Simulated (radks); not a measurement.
The numbers below are computed, except where a source is named.
Task: Zn XI, 20 electrons, occupied as [Ar] 3d2 (the NIST ground configuration). Code: a radial shooting solver on a logarithmic mesh with Libxc functionals. Model: scalar-relativistic Kohn-Sham, LDA (Slater exchange, VWN5 correlation), spin-polarised, spherical densities, finite nucleus; open shells are filled with parallel spins first; Fermi nuclear charge, rms radius 3.9283 fm. Some entries of the table are withheld. Estimate them.

orbital,occ.,eigenvalue (eV),r(max) (bohr),<1/r> (bohr^-1)
1s up,1,-9784.553,0.03297,30.17
1s down,1,-9784.518,0.03297,30.17
2s up,1,-1440.773,0.1896,6.580
2s down,1,-1438.250,0.1895,6.588
2p up,3,(1),0.1523,(2)
2p down,3,(3),0.1521,(4)
3s up,1,-377.8553,0.5642,2.298
3s down,1,-374.0535,0.5650,2.289
3p up,3,-330.6792,0.5577,2.196
3p down,3,-326.8894,0.5588,2.186
3d up,2,-256.0360,(5),2.014
3d down,0,-251.9258,(6),2.005

Result: 
(1) 2p up eigenvalue (eV): -1287.676
(2) 2p up <1/r> (bohr^-1): 6.459
(3) 2p down eigenvalue (eV): -1285.740
(4) 2p down <1/r> (bohr^-1): 6.466
(5) 3d up r(max) (bohr): 0.4842
(6) 3d down r(max) (bohr): 0.4861
